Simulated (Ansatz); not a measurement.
`C[O][Ga][Br]` radical, charge 0, multiplicity 2.

(1) Give a relaxed structure at PBE0-D4/def2-TZVP (Ansatz). (Best estimate.)

Answers

(1) Computed: 
Cartesian coordinates in Å:
```
C -0.864 -0.585 -0.400
O -0.084 0.364 0.285
Ga 1.705 0.486 0.302
Br 2.536 2.252 1.552
H -1.896 -0.481 -0.056
H -0.850 -0.422 -1.483
H -0.546 -1.615 -0.201
```
